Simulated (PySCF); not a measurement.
# Chromium: a sound run and one with changed settings

Sound run: Cr [Ar] 3d5 4s1, Cr+ [Ar] 3d5. Calculation: PySCF 2.14, in 6-31G*; the non-relativistic Hamiltonian (point nucleus). The sound run starts from symmetry-adapted Hartree-Fock orbitals and uses a fine grid where one is needed.

Changed run: initial guess atom, at most 3 SCF cycles. This setting is unsound on purpose.

| species | method | sound run (hartree) | changed run (hartree) | converged |
| --- | --- | --- | --- | --- |
| Cr | UHF | -1043.18943 | -1043.18914 | no |
| Cr | TPSS | -1044.27852 | -1044.27118 | no |
| Cr | MN15 | -1044.28358 | -1044.28356 | no |
| Cr+ | UHF | -1042.98882 | -1042.97826 | no |
| Cr+ | TPSS | -1044.05290 | -1044.04665 | no |
| Cr+ | MN15 | -1044.06827 | -1044.03155 | no |

The SCF was stopped early; the energies are upper bounds that still move, and correlated levels were skipped or rest on poor orbitals.
